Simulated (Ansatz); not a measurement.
C2H7Cl2NSi2 (`C=C[SiH](Cl)N[SiH2]Cl`). Charge 0, multiplicity 1.

Cartesian coordinates in Å:
```
C 0.426 -0.217 2.312
C 0.225 0.645 1.319
Si -1.215 0.464 0.182
Cl -2.299 2.215 0.089
N -0.651 0.097 -1.403
Si 0.900 -0.462 -1.864
Cl 1.208 -2.449 -1.398
H -0.249 -1.051 2.489
H 1.270 -0.134 2.991
H 0.925 1.467 1.184
H -2.148 -0.562 0.702
H -1.360 0.040 -2.122
H 1.021 -0.346 -3.333
H 1.949 0.292 -1.148
```

Task: Give the diagnostics of a CCSD(T)/def2-TZVPP run (frozen core, Ansatz). (Best estimate.)

Result: Ansatz gave: T1 = 0.0103, largest single amplitude 0.011, largest double 0.066, (T) share of the correlation energy 4.1 %, 9 CCSD cycles. The RHF solution is stable towards an unrestricted one. T1 lies under the customary mark of 0.02 for closed shells.
